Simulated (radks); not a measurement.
Results of a calculation; reference values are marked as such.
Spherical quantum dot in the effective-mass picture: electrons in a parabolic well V = omega^2 r^2 / 2 with omega = 0.104, all in effective atomic units (hartree* = m*/eps^2 hartree, bohr* = eps/m* bohr), one dielectric constant everywhere. Level of theory: non-relativistic Kohn-Sham, PBEsol, spin-polarised, spherical densities (a radial shooting solver with Libxc functionals). Levels are named by radial order and angular momentum (1s, 1p, 1d, 2s, ...), and open shells are averaged over m. Results are scaled to m* = 0.204 and eps = 8.3, for which hartree* = 80.58 meV and bohr* = 2.153 nm.

N = 4, configuration 1s2 1p(up 2, down 0). This is the lowest configuration that the search found. Occupied levels:

level    occupation  eigenvalue (meV)  <r> (nm)
1s up             1            57.603     10.81
1s down           1            59.203     10.18
1p up             2            61.745     12.71

Energy (meV): total 144.952, kinetic 20.900, external 56.371, Hartree 107.15, exchange-correlation -39.469.
